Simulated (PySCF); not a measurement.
From computed data to an observable: oscillator strength and radiative lifetime

Mg(SH)(SMe) (CH4MgS2), SMILES C[S][Mg][SH].

The structure is a stationary point at PBE0-D3(BJ)/def2-SVP. The values are those of a single conformer.

TDA-M06-2X/def2-SVPD (PySCF) puts the first singlet state with f over 0.02 at 4.07 eV (vertical), with the transition dipole (-0.315, -0.367, -0.157) in atomic units.

Q: Find the oscillator strength, the wavelength and the radiative lifetime that this transition would have in vacuum if emission retraced absorption.

A: 
|μ|² = 0.2586 au, so |μ| = 1.29 D. ΔE = 4.07/27.211 = 0.1496 hartree. f = (2/3) ΔE |μ|² = 0.026 (the program prints 0.026).
λ = 1239.84/4.07 = 305 nm; ν = 32827 cm⁻¹.
Einstein's coefficient A = 0.6670 ν² f s⁻¹ (ν in cm⁻¹) = 1.9e7 s⁻¹, so τ = 1/A = 54 ns. This state is S1. The figure is the radiative limit of this one transition; relaxation, internal conversion, crossing to triplets and a medium change what is measured.
